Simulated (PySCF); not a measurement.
# MnH: from constants to spectrum

UHF-CCSD(T) constants of MnH, ⁷Σ⁺ (septet), unpaired electrons σ ↑↑, π ↑↑, δ ↑↑ (PySCF, no relativity, basis sets Mn def2-TZVPP, H def2-TZVPP; masses 54.9380 and 1.0078 u):

| Item | Value |
| --- | --- |
| ωe | 1543.9 cm⁻¹ |
| ωexe | 26.3 cm⁻¹ |
| Be | 5.6898 cm⁻¹ |
| αe | 0.159 cm⁻¹ |
| D (centrifugal) | 0.000309 cm⁻¹ |
| De to Mn (3d5 4s2) + H | 1.65 eV |

Task: Give the vibrational terms G(v) and spacings up to v = 6.

Result: G(v) = ωe(v+½) − ωexe(v+½)².

```tsv
v	G(v) (cm⁻¹)	G(v) − G(v−1)	Bv (cm⁻¹)
0	765		5.610
1	2257	1491	5.451
2	3695	1439	5.292
3	5081	1386	5.133
4	6415	1334	4.974
5	7696	1281	4.815
6	8924	1228	4.656
```

Task: How well does the Morse estimate ωe²/(4ωexe) reproduce De, and what is D0?

Result: It gives 2.81 eV, 170 % of the computed De. D0 = De − G(0) = 1.65 − 0.09 = 1.56 eV.

Measured values (Huber and Herzberg, Constants of Diatomic Molecules (1979)): ωe = 1548.0 cm⁻¹, ωexe = 28.8 cm⁻¹, Be = 5.6841 cm⁻¹, αe = 0.157 cm⁻¹.

Correlated steps freeze 5 core orbitals. The state is the lowest single determinant that the PBE0 search found; with open d or f shells the true ground state can be another one.
